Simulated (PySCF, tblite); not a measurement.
Isomers of C5H11O2 (doublet state). Method: GFN2-xTB as coded in tblite; computed harmonic values from a numerical Hessian at the method's own geometry, unscaled. Against measured fundamentals such values can be off by several per cent, at times by over 20. One conformer each. Open shells enter through the occupations alone, without spin polarisation, and single modes of such species can be off by tens of per cent.

Electronic energies: B3LYP/pcH-1 single points on the GFN2-xTB geometries (PySCF, gas phase).

```json
{"SMILES": "C[CH]OCOCC", "electronic energy, lowest = 0 (kcal/mol)": "0.6"}
{"SMILES": "COCO[C](C)C", "electronic energy, lowest = 0 (kcal/mol)": "1.7"}
{"SMILES": "[CH2]OCOC(C)C", "electronic energy, lowest = 0 (kcal/mol)": "1.7"}
{"SMILES": "CC[C@H](O)[CH]OC", "electronic energy, lowest = 0 (kcal/mol)": "0.0"}
```

Question: How do GFN2-xTB zero-point energies change the relative energies?

Answer: 
| SMILES | ZPE (kcal/mol) | of it from modes above 1550 cm⁻¹ | electronic (kcal/mol) | with ZPE, lowest = 0 (kcal/mol) | lowest mode (cm⁻¹) | rings |
| --- | --- | --- | --- | --- | --- | --- |
| CC[C@H](O)[CH]OC | 95.1 | 47.9 | 0.0 | 0.0 | 54 | 0 |
| C[CH]OCOCC | 94.6 | 46.5 | 0.6 | 0.1 | 27 | 0 |
| [CH2]OCOC(C)C | 94.9 | 47.4 | 1.7 | 1.5 | 46 | 0 |
| COCO[C](C)C | 94.7 | 46.3 | 1.7 | 1.3 | 50 | 0 |

The zero-point energies span 0.5 kcal/mol, from `C[CH]OCOCC` to `CC[C@H](O)[CH]OC`. The lowest isomer stays, but the order above it changes.

Question: And how do the electronic energies of GFN2-xTB itself compare?

Answer: `CC[C@H](O)[CH]OC` 2.9; `C[CH]OCOCC` 3.0; `[CH2]OCOC(C)C` 2.6; `COCO[C](C)C` 0.0 kcal/mol, lowest = 0. Against the energies above, taken from the same isomer `CC[C@H](O)[CH]OC`, the largest difference is 4.6 kcal/mol.

Question: What do entropy and thermal enthalpy add at 298.15 K and 1 bar (rigid rotor, harmonic oscillator, one conformer each)?

Answer: 
| SMILES | point group | symmetry number | S (cal/(mol K)) | H − H(0) (kcal/mol) | ZPE + H − H(0) − TS (kcal/mol) |
| --- | --- | --- | --- | --- | --- |
| CC[C@H](O)[CH]OC | C1 | 1 | 97.3 | 6.68 | 72.8 |
| C[CH]OCOCC | C1 | 1 | 101.2 | 6.81 | 71.3 |
| [CH2]OCOC(C)C | C1 | 1 | 94.8 | 6.47 | 73.1 |
| COCO[C](C)C | C1 | 1 | 98.7 | 6.77 | 72.0 |

S holds R ln(2S + 1) for the spin.
